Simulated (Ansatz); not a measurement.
`[SiH3]OB1N[SiH2]1` + `CF` → `FCB1N[SiH2]1` + `O[SiH3]`  (formal exchange of groups at a B–O bond)

Calculated with Ansatz (gas phase, PBE0-D4/def2-TZVP geometries, no zero-point term in ΔE). CCSD(T)/CBS is the MP2 limit (def2-TZVPP, def2-QZVPP) plus CCSD(T) − MP2 in def2-TZVPP, frozen cores. This one scheme is used for every species. DFT in def2-TZVPP. B3LYP here is the variant with VWN-RPA as its local correlation; programs differ in this. One conformer a species, not always the lowest.

| level | ΔE (kcal/mol) | difference from CCSD(T)/CBS |
| --- | --- | --- |
| PBE0-D4 | 27.1 | -0.8 |
| B3LYP-D4 | 28.8 | 0.9 |
| B2PLYP | 28.5 | 0.6 |
| r2SCAN | 27.8 | -0.1 |
| B3LYP | 28.1 | 0.2 |
| MP2/def2-TZVPP | 28.6 | 0.7 |
| CCSD/def2-TZVPP | 28.3 | 0.4 |
| HF/def2-QZVPP | 31.6 | 3.7 |
| HF/CBS(def2) | 31.6 | 3.7 |
| CCSD/CBS(def2) | 28.1 | 0.2 |
| CCSD(T)/CBS | 27.9 | 0 |

Largest T1 diagnostic among the species: 0.013.

In def2-TZVPP, CCSD(T) changes the Hartree–Fock value by −3.1 kcal/mol (the triples alone add −0.2 kcal/mol) and MP2 by −2.7 kcal/mol. From PBE to PBE0 (25 % exact exchange), in def2-TZVPP and without D4, ΔE moves by +0.8 kcal/mol.
